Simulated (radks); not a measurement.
Q: The technetium ion Tc4+, 39 electrons, occupied as [Ar] 3d10 4s1 4p6 4d4 (not the ground configuration). All-electron calculation, Dirac Kohn-Sham, B86b exchange with PBE correlation, spin-unpolarised, spherical densities, point nucleus; open shells fill j = l - 1/2 first. Program: a radial shooting solver on a logarithmic mesh with Libxc functionals. Some entries of the table are withheld. Estimate them.

| orbital | occ. | eigenvalue (hartree) | <r> (bohr) |
|---|---|---|---|
| 1s1/2 | 2 | -768.5673 | 0.03428 |
| 2s1/2 | 2 | -111.2555 | 0.1492 |
| 2p1/2 | 2 | (1) | 0.1271 |
| 2p3/2 | 4 | (2) | 0.1318 |
| 3s1/2 | 2 | -20.93554 | 0.4149 |
| 3p1/2 | 2 | (3) | 0.4087 |
| 3p3/2 | 4 | (4) | 0.4193 |
| 3d3/2 | 4 | -11.14505 | (5) |
| 3d5/2 | 6 | -11.00503 | (6) |
| 4s1/2 | 1 | -4.45888 | 1.038 |
| 4p1/2 | 2 | -3.47864 | 1.116 |
| 4p3/2 | 4 | -3.36235 | 1.142 |
| 4d3/2 | 4 | -1.86757 | 1.411 |
| 4d5/2 | 0 | -1.85271 | 1.421 |

A: 
(1) 2p1/2 eigenvalue (hartree): -102.7380
(2) 2p3/2 eigenvalue (hartree): -98.39038
(3) 3p1/2 eigenvalue (hartree): -17.66191
(4) 3p3/2 eigenvalue (hartree): -16.93405
(5) 3d3/2 <r> (bohr): 0.3964
(6) 3d5/2 <r> (bohr): 0.3998
